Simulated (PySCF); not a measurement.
Vertical excitations of a molecule C₃H₉BO from TDDFT-PBE/def2-SVPD (PySCF), as energy in eV (oscillator strength): 6.36 (0.000), 6.44 (0.014), 7.09 (0.008), 7.23 (0.024), 7.60 (0.172), 7.66 (0.001), 7.76 (0.003), 7.79 (0.012), 7.92 (0.011), 8.12 (0.002). Lowest triplet (TDA): 5.92 eV. Geometry: PBE0-D3(BJ)/def2-SVP. The values are those of a single conformer.

### Question
Identify the compound among the candidates.
(A) CBOCC
(B) CC(C)BO
(C) BOC(C)C
(D) COB(C)C

### Answer
D, COB(C)C
